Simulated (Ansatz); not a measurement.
Ansatz results at the PBE0-D4/def2-TZVP geometry: HOMO energy (ωB97M-V/def2-TZVPP) -10.74 eV; HOMO–LUMO gap (PBE/def2-TZVPP) 4.22 eV; HOMO energy (B3LYP/def2-TZVPP) -8.21 eV.

Each molecule was computed in one conformer, which needn't be the lowest.

(1) Which molecule gave them?
A. `BC(Cl)BO`
B. `OCBBCl`
C. `BB(Cl)OC`
D. `BCB(B)F`

Answers

(1) A. The others give `BCB(B)F`: -10.41, 3.58, -7.96; `OCBBCl`: -9.76, 3.83, -7.32; `BB(Cl)OC`: -10.44, 3.84, -7.99.

B3LYP here is the variant with VWN-RPA as its local correlation; programs differ in this.
